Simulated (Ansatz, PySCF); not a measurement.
H9Si4, SMILES [Si]([SiH3])([SiH3])[SiH3], multiplicity 2. Atoms are numbered in the order given.

```xyz
13

Si    -0.5627     2.2106     0.1138
Si     0.0178     0.0139    -0.4147
Si     2.1844    -0.6277     0.1651
Si    -1.6421    -1.5852    -0.0544
H      0.4892     3.1478    -0.3860
H     -0.6967     2.3998     1.5937
H     -1.8695     2.5573    -0.5240
H      3.1645     0.3827    -0.3381
H      2.4989    -1.9578    -0.4405
H      2.3432    -0.7378     1.6506
H     -1.8908    -1.7952     1.4078
H     -1.2273    -2.8909    -0.6523
H     -2.9205    -1.1409    -0.6889
```
Charge 0, spin multiplicity 2.

Geometry optimised at r2SCAN-D4/def2-SVP. The isomer is the one that the SMILES or the coordinates give; other isomers of the formula were not compared.

Two levels are set side by side: PBE-D3(BJ)/def2-SVP (Ansatz, a program for electronic structure) and r2SCAN-D4/def2-SVP (Ansatz). Each level has its own optimised geometry; the coordinates shown are those of the second. Frequencies come from the Hessian of PySCF at each geometry. Differences are taken from unrounded values.

```
quantity                            r2SCAN-D4
----------------------------------  ---------
mean bond length (Å)                    1.705
bond Si1–Si2 (Å)                        2.333
bond Si2–Si3 (Å)                        2.333
bond Si2–Si4 (Å)                        2.333
bond Si1–H5 (Å)                         1.495
bond Si1–H6 (Å)                         1.498
bond Si1–H7 (Å)                         1.495
bond Si3–H8 (Å)                         1.495
bond Si3–H9 (Å)                         1.495
bond Si3–H10 (Å)                        1.498
bond Si4–H11 (Å)                        1.498
bond Si4–H12 (Å)                        1.495
bond Si4–H13 (Å)                        1.495
highest harmonic wavenumber (cm⁻¹)       2223
mean harmonic wavenumber (cm⁻¹)           995
zero-point energy (kcal/mol)            46.95
```

Task: What does PBE-D3(BJ) give, and how far is it from r2SCAN-D4? (Estimate from the structure and the level; the computed values follow.)

Result: 
```json
[
 {"quantity": "mean bond length (Å)", "PBE-D3(BJ)": "1.715", "PBE-D3(BJ) minus r2SCAN-D4": "0.010"},
 {"quantity": "bond Si1–Si2 (Å)", "PBE-D3(BJ)": "2.340", "PBE-D3(BJ) minus r2SCAN-D4": "0.007"},
 {"quantity": "bond Si2–Si3 (Å)", "PBE-D3(BJ)": "2.340", "PBE-D3(BJ) minus r2SCAN-D4": "0.007"},
 {"quantity": "bond Si2–Si4 (Å)", "PBE-D3(BJ)": "2.340", "PBE-D3(BJ) minus r2SCAN-D4": "0.007"},
 {"quantity": "bond Si1–H5 (Å)", "PBE-D3(BJ)": "1.506", "PBE-D3(BJ) minus r2SCAN-D4": "0.011"},
 {"quantity": "bond Si1–H6 (Å)", "PBE-D3(BJ)": "1.509", "PBE-D3(BJ) minus r2SCAN-D4": "0.011"},
 {"quantity": "bond Si1–H7 (Å)", "PBE-D3(BJ)": "1.506", "PBE-D3(BJ) minus r2SCAN-D4": "0.011"},
 {"quantity": "bond Si3–H8 (Å)", "PBE-D3(BJ)": "1.506", "PBE-D3(BJ) minus r2SCAN-D4": "0.011"},
 {"quantity": "bond Si3–H9 (Å)", "PBE-D3(BJ)": "1.506", "PBE-D3(BJ) minus r2SCAN-D4": "0.011"},
 {"quantity": "bond Si3–H10 (Å)", "PBE-D3(BJ)": "1.509", "PBE-D3(BJ) minus r2SCAN-D4": "0.011"},
 {"quantity": "bond Si4–H11 (Å)", "PBE-D3(BJ)": "1.509", "PBE-D3(BJ) minus r2SCAN-D4": "0.011"},
 {"quantity": "bond Si4–H12 (Å)", "PBE-D3(BJ)": "1.506", "PBE-D3(BJ) minus r2SCAN-D4": "0.011"},
 {"quantity": "bond Si4–H13 (Å)", "PBE-D3(BJ)": "1.506", "PBE-D3(BJ) minus r2SCAN-D4": "0.011"},
 {"quantity": "highest harmonic wavenumber (cm⁻¹)", "PBE-D3(BJ)": "2166", "PBE-D3(BJ) minus r2SCAN-D4": "-57"},
 {"quantity": "mean harmonic wavenumber (cm⁻¹)", "PBE-D3(BJ)": "965", "PBE-D3(BJ) minus r2SCAN-D4": "-30"},
 {"quantity": "zero-point energy (kcal/mol)", "PBE-D3(BJ)": "45.53", "PBE-D3(BJ) minus r2SCAN-D4": "-1.42"}
]
```
